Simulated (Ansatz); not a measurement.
Species: sum formula GaHCl2 (charge 0, singlet). 
Structure (B3LYP-D3(BJ)/def2-TZVP (Ansatz, a quantum-chemistry and plane-wave program) minimum search):
```xyz
4

Cl    -0.6866     1.7723     0.0136
Ga    -0.4421    -0.3575    -0.0109
Cl     1.5894    -1.0423     0.0087
H     -1.6438    -1.3292    -0.0407
```
Charge 0, spin multiplicity 1.

Quantity: vertical electron affinity (to the doublet state of charge -1; a negative value means that the extra electron is unbound and the number depends on the basis; each state is the SCF solution reached for its spin), in eV. Valence correlation only, unless marked. UHF or UKS for open shells. Spin-orbit coupling is left out. The frozen core is the preceding noble-gas configuration, with the filled d and f shells of earlier blocks. No relativistic terms. Anions need diffuse functions: def2-D sets add few. Basis-set limits of correlation are two-point, X^-3; Hartree-Fock from the larger set. [CCSD(T)-MP2]/basis is that difference in the basis named.

```tsv
level	program	vertical electron affinity (eV)
B3LYP/def2-TZVPD	Ansatz	0.18
B2PLYP/def2-TZVPD	Ansatz	0.01
MP2/def2-TZVPPD	Ansatz	-0.10
MP2/CBS(def2-TZVPPD,def2-QZVPPD)	Ansatz	0.02
CCSD(T)/def2-TZVPPD	Ansatz	-0.03
RI-MP2/CBS(def2-TZVPPD,def2-QZVPPD)+[CCSD(T)-MP2]/def2-TZVPPD	Ansatz	0.09
```
